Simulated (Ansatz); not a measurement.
FGeI₃, SMILES `[F][Ge]([I])([I])[I]` at its PBE0-D4/def2-TZVP geometry, where that method's forces vanish. The species carries charge 0 and has multiplicity 1. I takes the def2 core potential.

```xyz
5

F     1.5295   -0.0566    0.9550
Ge    0.0651   -0.0024    0.0407
I     0.6377   -0.7741   -2.2516
I    -1.5323   -1.5290    1.1790
I    -0.7001    2.3621    0.0770
```

Problem. What forces (eV/Å) does r2SCAN-D4/def2-TZVPP give on these atoms in Ansatz 0.2.0? (Best estimate.)

Solution. The calculation gave: 
```
F1   0.050 -0.002  0.031
Ge2 -0.023  0.001 -0.014
I3   0.036 -0.030 -0.080
I4  -0.048 -0.059  0.052
I5  -0.016  0.090  0.010
```
